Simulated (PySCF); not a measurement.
Molecule: Ga(Cl)(GeH3)2, SMILES [Cl][Ga]([GeH3])[GeH3] (H6ClGaGe2), singlet. Atoms near the plane z = 0.0 Å, at the PBE0/def2-SVP optimised geometry (x, y, z in Å): Ga1 (-1.2, 1.5, 0.0), Ge3 (-0.4, -0.8, 0.0), H4 (1.2, -0.8, 0.0).

Calculation: PBE0/def2-TZVP in PySCF. Cells within 0.4 Å of a nucleus heavier than hydrogen are left out (blank, or x). The values are rescaled to run from 0 to 1.

```
|444444445555555555555555555|
|444444445555665555555555555|
|444444445566666655555555555|
|444444445667766665555555555|
|444333345677777666555555555|
|443332234678887766555555555|
|443322124579998766655555555|
|433221014xx8998766655555555|
|43321001xxx7998766655555555|
|433210004xx7998766555555555|
|433210001357887766555555555|
|433221001246777665555555555|
|443322111245676655555455555|
|443332222345566554444444555|
|444333322345455443344444455|
|44443333335xxx4321334444455|
|44444433344xxx4321234444445|
|444444444444454332334444445|
|444444444455544433344444455|
|444444445555554444444444455|
|544444455555554444444444555|
|554444555555555444444444555|
|555555555555555444444445555|
|555555555555555544444555555|
|555555555555555555555555555|
|555555555555555555555555555|
|555555555555555555555555555|
```
Scale: ten equal steps from 0.000 (start of '0') to 1.00 (end of '9'), in the order '0123456789'; x runs from -4.00 to 4.00, y from -4.00 (bottom) to 4.00 (top).

Task: Which quantity is mapped?
A. electron localisation function
B. Laplacian of the electron density
C. electrostatic potential
D. an orbital amplitude

Result: D, an orbital amplitude. In full: LUMO amplitude (bohr^(-3/2)).
